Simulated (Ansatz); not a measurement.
The cluster ZrGe₁₀. Charge 0, multiplicity 1. Geometry r2SCAN-D4/def2-SVP; atoms count from 1.

```xyz
11

Zr   -0.6621   -0.0217    1.0631
Ge    0.2832    2.3391   -0.8528
Ge    1.4913   -2.0098   -0.1876
Ge    2.0474    0.6492    0.5323
Ge    0.0473    2.5234    1.6173
Ge   -1.5649    0.7234   -1.9639
Ge    1.1841   -1.5893    2.2449
Ge   -0.8279   -1.9238   -1.5609
Ge   -2.1742    1.9684    0.1154
Ge    1.0655    0.0146   -1.8286
Ge   -0.8896   -2.6734    0.8209
```

In the def2 sets Zr takes a core potential; there is no spin–orbit coupling. Single mean-field runs in def2-TZVP are fitted with def2-universal-jkfit. The restricted singlet is unstable towards broken spin symmetry in Hartree–Fock (as tested in another run); at PBE0-D4/def2-TZVP this wasn't settled. No other spin state of charge 0 was run. Another isomer (singlet) lies 0.56 eV lower at PBE0-D4/def2-TZVP; other spin states weren't run for this one.

(1) Estimate the Mulliken populations from the PBE0/def2-TZVP orbitals of Ansatz.

(2) And the Mayer bond orders between bonded heavy atoms (over 0.3)?

Answers

(1) 
| atom | charge (e) | d electrons |
| --- | --- | --- |
| Zr1 | 0.13 | 2.58 |
| Ge2 | 0.03 | – |
| Ge3 | 0.03 | – |
| Ge4 | -0.06 | – |
| Ge5 | 0.00 | – |
| Ge6 | 0.02 | – |
| Ge7 | 0.00 | – |
| Ge8 | 0.02 | – |
| Ge9 | -0.11 | – |
| Ge10 | 0.06 | – |
| Ge11 | -0.11 | – |
Mulliken values and Mayer orders depend strongly on the basis.

(2) Zr1–Ge2 0.33 (3.18 Å); Zr1–Ge3 0.33 (3.19 Å); Zr1–Ge4 0.63 (2.84 Å); Zr1–Ge5 0.76 (2.70 Å); Zr1–Ge6 0.36 (3.25 Å); Zr1–Ge7 0.77 (2.69 Å); Zr1–Ge8 0.36 (3.25 Å); Zr1–Ge9 0.83 (2.67 Å); Zr1–Ge10 0.36 (3.37 Å); Zr1–Ge11 0.83 (2.67 Å); Ge2–Ge4 0.36 (2.81 Å); Ge2–Ge5 0.75 (2.49 Å); Ge2–Ge6 0.47 (2.69 Å); Ge2–Ge9 0.51 (2.67 Å); Ge2–Ge10 0.45 (2.64 Å); Ge3–Ge4 0.36 (2.81 Å); Ge3–Ge7 0.75 (2.49 Å); Ge3–Ge8 0.47 (2.70 Å); Ge3–Ge10 0.45 (2.64 Å); Ge3–Ge11 0.51 (2.67 Å); Ge4–Ge10 0.56 (2.63 Å); Ge5–Ge9 0.48 (2.74 Å); Ge6–Ge8 0.44 (2.78 Å); Ge6–Ge9 0.77 (2.50 Å); Ge6–Ge10 0.41 (2.73 Å); Ge7–Ge11 0.48 (2.74 Å); Ge8–Ge10 0.41 (2.72 Å); Ge8–Ge11 0.77 (2.50 Å). Values over 0.3 also appear between atoms too far apart for a bond (Ge4–Ge5 0.32 at 2.95 Å; Ge4–Ge7 0.32 at 2.95 Å); they arise where an orbital or an unpaired electron spreads over both atoms.
